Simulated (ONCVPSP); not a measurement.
# What one change does to a pseudopotential (Co, ONCV)

Co (Z = 27), optimised norm-conserving Vanderbilt (ONCV), made with ONCVPSP 4.0.1 (PW91, non-relativistic). Core [Ne] 3s2, reference 3p6 3d7 4s1.5 (charge +0.5). Waves: 4s: rc 1.85 bohr, ncon 3, nbas 6, qcut 3.7 1/bohr, 2 projectors, debl 2.8 Ha; 3p: rc 1.20 bohr, ncon 3, nbas 6, qcut 10.6 1/bohr, 2 projectors, debl 1.9 Ha; 3d: rc 1.25 bohr, ncon 4, nbas 9, qcut 12.8 1/bohr, 2 projectors, debl 3.2 Ha. Local part: polynomial inside 0.80 bohr (lpopt 5, dvloc0 3 Ha). Core correction: polynomial model core, fcfact 0.4.

In the p channel the program set the typed energies aside and used -2.548, 0.250 Ha.

Change: core [Ne], valence charge 17; reference 3s2 3p6 3d7 4s1.5; waves now 3s+4s: rc 1.25 bohr, ncon 3, nbas 6, qcut 8.3 1/bohr, 2 projectors; 3p: rc 0.75 bohr, ncon 4, nbas 8, qcut 12.6 1/bohr, 2 projectors, debl 2.1 Ha; 3d: rc 1.15 bohr, ncon 4, nbas 9, qcut 14.1 1/bohr, 3 projectors, debl 2.4 Ha; local potential polynomial inside 0.50 bohr (lpopt 5, dvloc0 3 Ha).

Cutoffs: the cutoffs (Ha) at which the residual kinetic energy of the hardest occupied pseudo-wave falls to 1 and 0.1 mHa per electron; they do not see the model core or the augmentation charge, which bear on the density cutoff. Errors are all-electron minus pseudo energies relative to the spin-unpolarised reference configuration.

Task: What does the change do?

Result: The potential gets harder (63 Ha and 71 Ha → 74 Ha and 136 Ha); the bound ghost in s disappears. The added semicore shells are compact, so their waves need more plane waves. Several settings change at once here, so the effects cannot be laid on one of them.

```csv
quantity,base,changed
"cutoff, loose",63 Ha,74 Ha
"cutoff, tight",71 Ha,136 Ha
loose cutoff by channel,"s 4.9 Ha, p 37 Ha, d 63 Ha","s 25 Ha, p 69 Ha, d 74 Ha"
bound ghosts,s,none
GHOST(+) flags under 300 eV,none,s at 176.4 eV
"largest error over its own tests, meV",-170,+1.3
"rms error of d²Exc/dni dnj with the model core, mHa",1.13,1.77
```

 A true bound ghost makes a file unfit for plane-wave use even where its test errors are small: the radial tests pick states by their node count and pass the ghost by.
